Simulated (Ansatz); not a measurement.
Reaction (formal loss of a carbene): `C[C]([GeH3])=[Se]` → `[GeH3][CH]=[Se]` + `[CH2]` (triplet)

Calculated with Ansatz (gas phase, PBE0-D4/def2-TZVP geometries, no zero-point term in ΔE). CCSD(T)/CBS adds triple-zeta CCSD(T) − MP2 to the extrapolated MP2 energy (def2 sets, frozen cores). This one scheme is used for every species. Functionals use def2-TZVPP. B3LYP here is the variant with VWN-RPA as its local correlation; programs differ in this. Triplets are unrestricted, without spin–orbit coupling. For Ge, Se outer-core shells are correlated without core-valence functions, which leaves a few kJ/mol of doubt a bond. Scalar relativity is left out up to krypton.

CCSD(T)/CBS gives +457.6 kJ/mol.

(1) Another level gave +438.3 kJ/mol. Which?
A. PBE-D4/def2-TZVPP
B. PBE0-D4/def2-TZVPP
C. B3LYP/def2-TZVPP
D. r2SCAN0/def2-TZVPP

Largest T1 diagnostic among the species: 0.014.

## Answers

(1) C. B3LYP 438.3, PBE-D4 467.4, PBE0-D4 457.8, r2SCAN0 431.4 kJ/mol.

From r2SCAN to r2SCAN0 (25 % exact exchange), in def2-TZVPP and without D4, ΔE moves by −5.4 kJ/mol. Leaving LDA and LC-ωPBE aside and taking each functional with its dispersion term where it has one, the values, not all of them listed here, spread over 33.5 kJ/mol, from r2SCAN0-D4 to PBE-D4. LDA lies +78.6 kJ/mol from PBE without D4.
